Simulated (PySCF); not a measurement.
Computed vibrations of [La(H2O)5]3+

[La(H2O)5]3+ (singlet). PySCF 2.14.0, RKS PBE, La lcecp-1-SVP with ECP46, O def2-SVP, H def2-SVP; non-relativistic Hamiltonian with scalar-relativistic core potentials where named; density fitting; no spin-orbit coupling. Central differences of gradients.

```xyz
16

La    0.0419    0.0000    0.0000
O    -0.4197    0.0000    2.4497
H    -0.5233    0.7734    3.0561
H    -0.5233   -0.7734    3.0561
O    -0.4197    0.0000   -2.4497
H    -0.5233   -0.7734   -3.0561
H    -0.5233    0.7734   -3.0561
O     2.5026    0.0000    0.0000
H     3.1201   -0.7738    0.0000
H     3.1201    0.7738    0.0000
O    -0.9866    2.2497    0.0000
H    -0.5516    3.1388    0.0000
H    -1.9515    2.4713    0.0000
O    -0.9866   -2.2497    0.0000
H    -1.9515   -2.4713    0.0000
H    -0.5516   -3.1388    0.0000
```

Run from Python with OMP_NUM_THREADS=4. Where DIIS fails, smearing, a level shift and second-order steps follow.
It took 4 min on 4 threads of Intel(R) Xeon(R) 6975P-C (Granite Rapids), on a shared host.

(1) What are the harmonic wavenumbers and infrared intensities?

(2) Is this a minimum?

Answers

(1) Modes are labelled in C2v; negative numbers are unstable modes, those under 60 cm⁻¹ near the noise; a finer grid moves soft modes by up to 10 cm⁻¹.
```json
{"cm⁻¹": "-181", "km/mol": "–", "symmetry": "a2"}
{"cm⁻¹": "-99", "km/mol": "–", "symmetry": "a2"}
{"cm⁻¹": "35", "km/mol": "0.3", "symmetry": "a1"}
{"cm⁻¹": "41", "km/mol": "0.1", "symmetry": "b1"}
{"cm⁻¹": "58", "km/mol": "3.8", "symmetry": "b2"}
{"cm⁻¹": "63", "km/mol": "5.4", "symmetry": "b1"}
{"cm⁻¹": "69", "km/mol": "6.5", "symmetry": "a1"}
{"cm⁻¹": "78", "km/mol": "0.4", "symmetry": "b2"}
{"cm⁻¹": "95", "km/mol": "0.0", "symmetry": "a2"}
{"cm⁻¹": "124", "km/mol": "0.3", "symmetry": "b1"}
{"cm⁻¹": "153", "km/mol": "0.2", "symmetry": "b2"}
{"cm⁻¹": "213", "km/mol": "0.0", "symmetry": "a2"}
{"cm⁻¹": "307", "km/mol": "0.2", "symmetry": "a1"}
{"cm⁻¹": "326", "km/mol": "10.6", "symmetry": "b2"}
{"cm⁻¹": "335", "km/mol": "12.3", "symmetry": "b1"}
{"cm⁻¹": "337", "km/mol": "0.0", "symmetry": "a1"}
{"cm⁻¹": "344", "km/mol": "8.7", "symmetry": "a1"}
{"cm⁻¹": "510", "km/mol": "0.0", "symmetry": "a2"}
{"cm⁻¹": "531", "km/mol": "6.9", "symmetry": "b1"}
{"cm⁻¹": "538", "km/mol": "64.5", "symmetry": "b1"}
{"cm⁻¹": "543", "km/mol": "0.0", "symmetry": "b2"}
{"cm⁻¹": "544", "km/mol": "12.0", "symmetry": "a1"}
{"cm⁻¹": "570", "km/mol": "193.1", "symmetry": "b1"}
{"cm⁻¹": "580", "km/mol": "573.7", "symmetry": "b2"}
{"cm⁻¹": "592", "km/mol": "711.9", "symmetry": "a1"}
{"cm⁻¹": "598", "km/mol": "0.0", "symmetry": "a2"}
{"cm⁻¹": "601", "km/mol": "438.7", "symmetry": "b2"}
{"cm⁻¹": "1625", "km/mol": "163.2", "symmetry": "b1"}
{"cm⁻¹": "1625", "km/mol": "59.9", "symmetry": "a1"}
{"cm⁻¹": "1628", "km/mol": "197.2", "symmetry": "b2"}
{"cm⁻¹": "1629", "km/mol": "75.2", "symmetry": "a1"}
{"cm⁻¹": "1634", "km/mol": "10.6", "symmetry": "a1"}
{"cm⁻¹": "3541", "km/mol": "586.1", "symmetry": "b1"}
{"cm⁻¹": "3541", "km/mol": "510.1", "symmetry": "a1"}
{"cm⁻¹": "3547", "km/mol": "19.3", "symmetry": "a1"}
{"cm⁻¹": "3563", "km/mol": "661.2", "symmetry": "b2"}
{"cm⁻¹": "3571", "km/mol": "16.4", "symmetry": "a1"}
{"cm⁻¹": "3587", "km/mol": "111.6", "symmetry": "b1"}
{"cm⁻¹": "3590", "km/mol": "269.8", "symmetry": "b1"}
{"cm⁻¹": "3591", "km/mol": "469.1", "symmetry": "a1"}
{"cm⁻¹": "3612", "km/mol": "0.0", "symmetry": "a2"}
{"cm⁻¹": "3612", "km/mol": "578.1", "symmetry": "b1"}
```

(2) No: 2 unstable; the lowest moves the atoms so:
```
La   0.00  0.00  0.00
O    0.00 -0.01  0.00
H    0.14 -0.01  0.02
H   -0.14 -0.01 -0.02
O    0.00  0.01  0.00
H    0.14  0.01 -0.02
H   -0.14  0.01  0.02
O    0.00  0.00  0.00
H    0.00  0.00  0.68
H    0.00  0.00 -0.68
O    0.00  0.00  0.00
H    0.00  0.00  0.00
H    0.00  0.00  0.03
O    0.00  0.00  0.00
H    0.00  0.00 -0.03
H    0.00  0.00  0.00
```
